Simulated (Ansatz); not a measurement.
One change: `FC1O[SiH2][Se]1` becomes `NC1O[SiH2][Se]1`.

Ansatz, PBE0-D4/def2-TZVP geometries, multiplicity 1. Each molecule was computed in one conformer, which needn't be the lowest.

Scalar relativity is left out up to krypton.

```tsv
property	`FC1O[SiH2][Se]1`
LUMO energy (PBE/def2-TZVPP) / eV	-1.86
HOMO–LUMO gap (ωB97M-V/def2-TZVPP) / eV	10.33
LUMO energy (PBE0/def2-TZVPP) / eV	-0.98
HOMO energy (B3LYP/def2-TZVPP) / eV	-7.01
HOMO energy (ωB97M-V/def2-TZVPP) / eV	-9.43
HOMO–LUMO gap (PBE0/def2-TZVPP) / eV	6.28
```

**Question.** What does the change do to each property? (Best estimate.)

**Answer.** Computed: 
| property | `NC1O[SiH2][Se]1` | shift |
| --- | --- | --- |
| LUMO energy (PBE/def2-TZVPP) / eV | -1.53 | 0.33 |
| HOMO–LUMO gap (ωB97M-V/def2-TZVPP) / eV | 10.29 | -0.04 |
| LUMO energy (PBE0/def2-TZVPP) / eV | -0.62 | 0.36 |
| HOMO energy (B3LYP/def2-TZVPP) / eV | -6.62 | 0.39 |
| HOMO energy (ωB97M-V/def2-TZVPP) / eV | -9.02 | 0.41 |
| HOMO–LUMO gap (PBE0/def2-TZVPP) / eV | 6.23 | -0.05 |

With PBE0 the HOMO rises by 0.41 eV and the LUMO rises by 0.36 eV, so the gap narrows by about 0.05 eV. PBE moves the HOMO by 0.38 eV and ωB97M-V by 0.41 eV.

B3LYP here is the variant with VWN-RPA as its local correlation; programs differ in this.

Spin–orbit coupling is left out; it splits and shifts lone-pair levels of the heavy atoms by tenths of an eV.
